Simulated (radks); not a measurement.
Values are calculated unless marked as measured or tabulated.
The nuclear charge of neutral samarium is varied continuously with 62 electrons held in [Xe] 4f6 6s2. Code: a radial shooting solver on a logarithmic mesh with Libxc functionals. Model: Dirac Kohn-Sham, LDA (Slater exchange, Perdew-Wang correlation), spin-unpolarised, spherical densities, finite nucleus; open shells fill j = l - 1/2 first; Fermi nuclear charge, rms radius 5.0819 fm. By the Hellmann-Feynman theorem dE/dZ = E(electron-nucleus)/Z, the electronic potential at the nucleus (averaged over a nucleus of fixed radius).

Z,E (hartree),E(electron-nucleus)/Z (hartree),HOMO,e(HOMO) (eV),<r> HOMO (bohr)
61.8,-10344.4247,-410.208,4f5/2,-0.494,1.060
62,-10426.6629,-412.173,4f5/2,-2.762,1.013
62.2,-10509.2936,-414.134,6s1/2,-4.880,4.090
62.4,-10592.3163,-416.092,6s1/2,-6.125,3.935
62.6,-10675.7304,-418.049,6s1/2,-7.442,3.797
62.8,-10759.5360,-420.007,6s1/2,-8.827,3.674
63,-10843.7330,-421.964,6s1/2,-10.274,3.563

The central difference of E at Z = 62 is -412.172 hartree, to compare with the third column; the second derivative is -9.81 hartree.
